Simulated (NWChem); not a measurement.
C3H4BF2N; SMILES C(=C=CN)B(F)F

```xyz
11

N      0.2326    -3.0826    -0.4850
C     -0.0640    -2.1028     0.4571
C     -0.5012    -0.8804     0.2433
C     -0.9448     0.3484     0.0533
B      0.0181     1.5573    -0.0137
F     -0.4393     2.7849    -0.2065
F      1.3275     1.4286     0.1125
H      0.3434    -2.7370    -1.4319
H      1.0074    -3.6809    -0.2212
H      0.0220    -2.4255     1.5028
H     -2.0254     0.5222    -0.0624
```
Atoms are numbered in this order, from 1.

Results from NWChem. Geometry: optimised at PBE0/def2-SVP. Hybrids' shares of exact exchange are those that their runs print; pure functionals count as 0. The functionals differ in more than this share.

| row | share of exact exchange | highest occupied level (eV) |
|---|---|---|
| PBE/def2-SVP | 0.00 | -4.89 |
| LDA (Slater exchange, VWN5)/def2-SVP | 0.00 | -5.01 |
| TPSSh/def2-SVP | 0.10 | withheld |
| B3LYP/def2-SVP | 0.20 | -5.92 |
| PBE0/def2-SVP | 0.25 | -6.18 |

Task: Fit a straight line of the last column on the one before it, predict the withheld value, and compare with the run.

Result: 
1. Means of the 4 shown rows: x = 0.113, y = -5.500. Slope Σ(x − x̄)(y − ȳ)/Σ(x − x̄)² = -0.2540/0.05188 = -4.896; intercept -4.949.
2. The shown rows scatter about the line by 0.043 (root mean square); the largest residual is -0.06, at LDA (Slater exchange, VWN5)/def2-SVP.
3. At x = 0.10 (TPSSh/def2-SVP; inside the shown range) the line gives -5.44.
4. The run gives -5.47, -0.03 from the line, 0.7 times the scatter.
